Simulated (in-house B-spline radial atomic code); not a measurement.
Configurations of Rb V (Rb4+), with energies counted from [Ar] 3d10 4s2 4p3. Level of theory: scalar-relativistic (X2C) r2SCAN0, spin-polarised, spherical fractional occupations, exact exchange averaged over the configuration, Fermi nucleus of rms radius 4.2036 fm; calculated with an all-electron radial atomic-structure program (B-spline basis). Shells without spins written out take the highest spin.

Occupations are held fixed; configurations that lie above the ionisation limit could autoionise.

| configuration | E - E(ref) (eV) | highest orbital | its <r> (bohr) |
| --- | --- | --- | --- |
| [Ar] 3d10 4s2 4p2 4d1 | 26.956 | 4d up | 1.926 |
| [Ar] 3d10 4s1 4p3 5f1 | 66.971 | 5f up | 5.518 |
| [Ar] 3d9 4s2 4p4 | 104.41 | 4p down | 1.476 |
| [Ar] 3d9 4s2 4p3 5f1 | 157.91 | 5f up | 5.446 |
| [Ne] 3s2 3p5 3d10 4s2 4p3 4f1 | 275.95 | 4f up | 2.945 |

Task: Order these further configurations by energy, lowest first.
A. [Ne] 3s2 3p5 3d10 4s2 4p3 4d1
B. [Ar] 3d10 4s1 4p3 5s1
C. [Ne] 3s2 3p5 3d10 4s2 4p3 5f1
D. [Ar] 3d10 4s2 4p2 5s1
E. [Ar] 3d10 4s1 4p4

Result: E (18.161 eV), D (33.731 eV), B (45.768 eV), A (254.08 eV), C (284.24 eV).

Task: How far above the reference does [Ar] 3d9 4s2 4p3 5s1 lie?

Result: 136.24 eV; its least bound orbital is 5s up with <r> = 2.848 bohr.
